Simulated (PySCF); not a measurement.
## Exercise with solution: entropy of an ideal gas

O4Rh, SMILES [O]=[Rh+](=[O])(=[O])=[O], charge +1, multiplicity 1.

The structure is a stationary point at PBE-D3(BJ)/def2-SVP. The spin state was assumed, not searched. The def2 effective core potentials stand for the cores of Rh; spin–orbit coupling is left out.

PBE-D3(BJ)/def2-SVP (PySCF) gives the harmonic wavenumbers 312, 312, 333, 333, 333, 863, 907, 907, 907 cm⁻¹ and the rotational temperatures 0.1964, 0.1964, 0.1964 K. The molar mass is 166.90 g/mol, the symmetry number 12, the spin multiplicity 1.

### Question
Work out the entropy at 298.15 K and 1 atm in the rigid-rotor, harmonic-oscillator model.

### Answer

Translation (Sackur–Tetrode at 1 atm): S = R[1.5 ln M + 2.5 ln T − 1.16487] = 172.6 J/(mol K).
Rotation: q = (√π/σ) T^1.5/√(θA θB θC) = 8740, S = R[ln q + 3/2] = 87.9 J/(mol K).
Vibration: with u = 1.4388 ν/T, each mode gives R[u/(e^u − 1) − ln(1 − e^−u)]:
| ν (cm⁻¹) | modes | u | S (J/(mol K)) |
|---|---|---|---|
| 312 | 2 | 1.51 | 11.31 |
| 333 | 3 | 1.61 | 15.63 |
| 863 | 1 | 4.16 | 0.68 |
| 907 | 3 | 4.38 | 1.70 |
These are all the modes. Sum 29.3 J/(mol K).
Spin: R ln 1 = 0.0 J/(mol K).
Total 289.8 J/(mol K); the program's own thermochemistry gives 289.9. Translation makes up 60 % and vibration 10 %. Anharmonicity, hindered rotation and orbital degeneracy are left out.
